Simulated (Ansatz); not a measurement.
BGeH5 (SMILES [BH2][GeH3]) moved off its minimum; all values from Ansatz (a first-principles code), cores frozen in correlated methods.
(charge 0, multiplicity 1)
```xyz
7

B     -1.65368    -0.13083    -0.40224
Ge     0.36173    -0.00142     0.07866
H      1.15568    -1.26703    -0.34210
H      1.04496     1.31601    -0.51067
H      0.57385     0.17294     1.57726
H     -2.45702     0.79164     0.07547
H     -2.13109    -1.05295    -1.02244
```

Forces at wB97M-V/def2-TZVPP (eV/Å):

| atom | Fx | Fy | Fz |
|---|---|---|---|
| B1 | -1.258 | 1.177 | 0.835 |
| Ge2 | 0.380 | 0.439 | -0.514 |
| H3 | -0.094 | 0.355 | -0.002 |
| H4 | -0.438 | -0.839 | 0.136 |
| H5 | -0.126 | -0.062 | 0.232 |
| H6 | 1.318 | -1.558 | -0.913 |
| H7 | 0.218 | 0.488 | 0.225 |

Question: Give the forces (eV/Å), the total energy and the dipole at CCSD(T)/cc-pVTZ.

Answer: 
```tsv
atom	Fx	Fy	Fz
B1	-1.440	1.166	0.791
Ge2	0.487	0.448	-0.532
H3	0.023	0.163	-0.068
H4	-0.339	-0.652	0.045
H5	-0.093	-0.038	0.492
H6	1.225	-1.485	-0.882
H7	0.137	0.397	0.155
```
Energy -2103.2347 hartree, dipole 0.50 D.
